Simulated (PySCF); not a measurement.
## Electronic absorption of C5H6F2OSi

C₅H₆F₂OSi.
Geometry (GFN2-xTB, Å), atoms numbered from 1 in this order:
```
atom  x, y, z in Å
F1     3.6531    0.7304    0.3957
C2     2.5374   -0.0006    0.2602
F3     2.8076   -0.9180   -0.7057
O4     1.5358    0.8251   -0.0900
C5     0.2398    0.3435    0.0061
C6    -0.1604   -0.9088    0.2523
Si7   -2.0432   -0.9426    0.2556
C8    -2.0543    0.9126   -0.0998
C9    -0.7974    1.3535   -0.1906
H10    2.3650   -0.5595    1.2010
H11    0.5130   -1.7364    0.3857
H12   -2.6066   -1.7410   -0.8309
H13   -2.6020   -1.2864    1.5631
H14   -2.8989    1.5678   -0.2246
H15   -0.4933    2.3683   -0.3944
```

Computed, not measured: TDDFT CAM-B3LYP/def2-SVPD, vertical, gas phase, core orbitals frozen in the response in PySCF 2.14.0, density-fitted response routines.

```csv
state,E (eV),E (kJ/mol),λ (nm),f,|μ| (D),"main configurations (H = HOMO, L = LUMO)"
S1,4.56,440,271.9,0.041,1.54,H→L (98%)
S2,6.05,584,205.0,0.0005,0.14,H-2→L (96%)
S3,6.41,618,193.6,0.0094,0.62,"H→L+1 (80%), H→L+2 (12%)"
S4,6.61,638,187.6,0.0034,0.37,"H→L+2 (72%), H→L+1 (10%), H→L+3 (8%)"
S5,6.69,646,185.2,0.129,2.25,"H-1→L (80%), H→L+6 (9%)"
S6,6.87,663,180.5,0.0067,0.51,H-3→L (92%)
S7,7.32,706,169.3,0.0024,0.30,"H→L+3 (44%), H→L+4 (20%), H→L+5 (10%)"
S8,7.52,726,164.9,0.040,1.18,"H→L+4 (54%), H→L+5 (24%), H→L+3 (9%)"
```

Triplets (Tamm–Dancoff): T1 2.84 eV, H→L (94%); T2 4.72 eV, H-1→L (63%), H→L+6 (14%); T3 5.57 eV, H-2→L (95%).

The lowest singlet comes at 272 nm (440 kJ/mol) in the ultraviolet; it is of moderate strength; its leading configuration is HOMO→LUMO (98%). The strongest level in the table is S5 at 6.69 eV (185 nm, f = 0.129). Löwdin shares by element: HOMO carbon 82% or more (atoms not listed hold the other 18%); LUMO carbon 72% or more (atoms not listed hold the other 28%). The oscillator strengths of these states sum to 0.232; summed over the whole spectrum of an exact calculation they would give the number of electrons, 76 (Thomas–Reiche–Kuhn). The listed states span 2.96 eV, and the widest gap between neighbours is 1.49 eV (S1 to S2). Of the 8 states listed, 3 reach f = 0.01 and 1 stays under 0.0005. Singlets were solved by full linear response, triplets in the Tamm–Dancoff approximation.

One conformer stands for the species.
